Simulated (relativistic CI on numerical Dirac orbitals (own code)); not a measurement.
Spin-allowed bands of a d7 ion in an octahedral site, by hand

Problem. Take Δ = 9100 cm⁻¹ and B = 660 cm⁻¹ for a high-spin d7 ion in an octahedral site. Calculate the three spin-allowed bands.

Working.
1. The terms of highest spin are 4F (energy 0) and 4P (15B = 9900 cm⁻¹). Here the F term splits into A2 at +1.2Δ = 10920, T2 at +0.2Δ = 1820 and T1 at −0.6Δ = -5460 cm⁻¹.
2. The two T1 states mix through the element 0.4Δ: H = [[-5460, 3640], [3640, 9900]], with roots ½(H₁₁ + H₂₂) ∓ ½√[(H₂₂ − H₁₁)² + 4H₁₂²] = ½(4440) ∓ ½(16998) = -6279 and 10719 cm⁻¹.
3. The ground term is 4T1 at -6279 cm⁻¹.
4. Bands: 4T2 8099 cm⁻¹ (1235 nm), 4T1(P) 16998 cm⁻¹ (588 nm), 4A2 17199 cm⁻¹ (581 nm).

Check. Exact diagonalisation of the whole d7 shell with these parameters gives 4T2 8099, 4T1 16998, 4A2 17199 cm⁻¹. The match is exact, since without spin-orbit coupling no other term has this spin. The ratio of the second band to the first, 2.099, depends on Δ/B = 13.8 alone, which is how a Tanabe-Sugano diagram is read.
